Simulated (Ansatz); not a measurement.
Isolated molecules relaxed with PBE0-D4/def2-TZVP in Ansatz; ΔE leaves out vibrations. CCSD(T)/CBS adds triple-zeta CCSD(T) − MP2 to the extrapolated MP2 energy (def2 sets, frozen cores). This one scheme is used for every species. DFT in def2-TZVPP. One conformer a species, not always the lowest.

Consider the ligand exchange at the Si–N bond: `O=CN[SiH3]` + `OBCO` → `OCBO[SiH3]` + `NC=O`.

```csv
level,ΔE (kJ/mol)
PBE-D4,-17.4
PBE0-D4,-21.2
ωB97M-V,-23.3
HF/def2-TZVPP,-42.4
```

What does CCSD(T)/CBS give? (Estimate.)

Computed: -22.9 kJ/mol. The listed levels differ from it by 5.5, 1.7, -0.4, -19.5 kJ/mol.

Largest T1 diagnostic among the species: 0.016.

In def2-TZVPP, CCSD(T) changes the Hartree–Fock value by +19.8 kJ/mol (the triples alone add +3.1 kJ/mol) and MP2 by +19.6 kJ/mol. From PBE to PBE0 (25 % exact exchange), in def2-TZVPP and without D4, ΔE moves by −3.3 kJ/mol.
